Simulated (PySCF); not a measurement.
GeH3, SMILES [GeH3] (connectivity only; charge and spin as stated), charge +1, multiplicity 1. Heavy atoms are numbered as in [GeH3:1]. Hydrogens are named by the atom that carries them.

Geometry optimised at r2SCAN-D4/def2-TZVPD. The multiplicity is an assumed one; other spin states were not compared. The isomer is the one that the SMILES or the coordinates give; other isomers of the formula were not compared.

The numbers are results of M06-2X/def2-TZVPD run with PySCF, not measurements.

Mulliken values depend strongly on the basis, most of all with diffuse functions as here. ESP charges are fitted to the potential on shells at 1.4 to 2.0 van der Waals radii. Atomic charges (e), one atom of each kind:

| atom | Mulliken | ESP fit | IAO |
|---|---|---|---|
| Ge1 (GeH3) | 0.55 | [?] | 1.01 |
| H on Ge1 | 0.15 | [?] | 0.00 |

**Question.** What belongs in the gaps? (The exact figures need the calculation; the answer reports its results.)

**Answer.** 
- Ge1 (GeH3), ESP fit: 1.00
- H on Ge1, ESP fit: 0.00
